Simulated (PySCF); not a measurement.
Radial density of In²⁺ (indium, charge +2)

UHF, [Kr] 4d10 5s1, 2S determinant. Calculation: PySCF 2.14, in def2-SVP with the def2 core potential (28 electrons) (4s4p2d, 26 functions); scalar relativity through the core potential. This is the valence pseudo-density: the core potential removes the inner electrons and smooths the orbitals near the nucleus.

```tsv
r (bohr)	4πr²ρ (e/bohr)	4πr²(ρα − ρβ)
0.0160	1.711e-05	0.0000
0.0269	4.258e-05	0.0000
0.0452	9.694e-05	0.0000
0.0761	0.0003651	0.0000
0.128	0.004111	0.0001
0.215	0.06533	0.0002
0.362	1.366	0.0077
0.609	14.42	0.0907
1.02	18.33	-0.0318
1.72	3.987	0.4550
2.90	0.4872	0.3568
4.88	0.01764	0.0167
8.20	5.789e-05	0.0001
```

Energies and moments cover only the electrons outside the core potential.

Problem. Where is the radial spin density 4πr²(ρα − ρβ) most negative, and why is it negative at all?

Solution. Around r = 1.02 bohr, down to -0.0318 e/bohr: exchange with the open shell polarises the paired shells in an unrestricted calculation.
